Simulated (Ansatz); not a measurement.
Input (CCSDTQ/def2-SVP; Ansatz, a first-principles code):

Ansatz 0.2 input:
```yaml
crystal:
  periodic: [false, false, false]
  atoms:
    - {symbol: Li, position_ang: [-1.20992950, -0.69939566, -1.04594388]}
    - {symbol: C, position_ang: [0.37372186, 0.21602865, 0.32307013]}
    - {symbol: H, position_ang: [0.76040696, -0.71883287, 0.71460086]}
    - {symbol: H, position_ang: [-0.30744477, 0.79479214, 0.93775102]}
    - {symbol: H, position_ang: [0.93449518, 0.72605576, -0.45294105]}
basis:
  gaussian:
    orbitals: def2-SVP
total_charge: 1
magnetization: {spin_polarized: true, initial_magnetization: 1}
correlation: {method: ccsdtq, electrons: outside_noble_gas}
```

Output:

```
Functional definition: HF
integrals: 0.02 GiB planned
767 factors; integrals over basis functions are off by at most 1.9e-7 eV
mean field: 0.08 GiB planned
mean field evaluation 1: about -1270.7935 eV, gradient 2.1e1 eV
mean field evaluation 2: about -1270.7938 eV, gradient 2.1e1 eV
mean field evaluation 4: about -1273.0945 eV, gradient 9.7e-1 eV
mean field evaluation 8: about -1273.1062 eV, gradient 1.3e-3 eV
mean field evaluation 16: about -1273.1062 eV, gradient 1.1e-6 eV
mean field -1273.10615248 eV, -46.7857881613 hartree, gradient 1.1e-6 eV, S^2 0.758240; 0 other end points of the search recorded, 0 dependent functions left out
2 core orbitals not correlated
reference -1273.10615248 eV, -46.7857881613 hartree; 4, 3 occupied and 32, 33 virtual orbitals, 767 factors
second order -3.47324932 eV of doubles, -0.00000000 eV of singles
coupled cluster: 0.97 GiB planned
cycle   1  -3.91599811 eV  change   -4.4e-1 eV  update   4.3e-2
cycle   2  -4.13531832 eV  change   -2.2e-1 eV  update   1.7e-2
cycle   3  -4.14485506 eV  change   -9.5e-3 eV  update   5.4e-3
cycle   4  -4.14784028 eV  change   -3.0e-3 eV  update   2.7e-3
cycle   5  -4.14820668 eV  change   -3.7e-4 eV  update   1.0e-3
cycle   6  -4.14791215 eV  change    2.9e-4 eV  update   5.0e-4
cycle   7  -4.14797330 eV  change   -6.1e-5 eV  update   1.6e-4
cycle   8  -4.14805629 eV  change   -8.3e-5 eV  update   8.1e-5
cycle   9  -4.14807293 eV  change   -1.7e-5 eV  update   2.4e-5
cycle  10  -4.14805882 eV  change    1.4e-5 eV  update   1.2e-5
cycle  11  -4.14805731 eV  change    1.5e-6 eV  update   6.5e-6
cycle  12  -4.14805959 eV  change   -2.3e-6 eV  update   2.1e-6
cycle  13  -4.14806023 eV  change   -6.4e-7 eV  update   2.1e-6
cycle  14  -4.14806038 eV  change   -1.6e-7 eV  update   1.1e-6
cycle  15  -4.14806039 eV  change   -1.0e-8 eV  update   5.6e-7
Total energy: -1277.25421287 eV, -46.9382265691 hartree
```
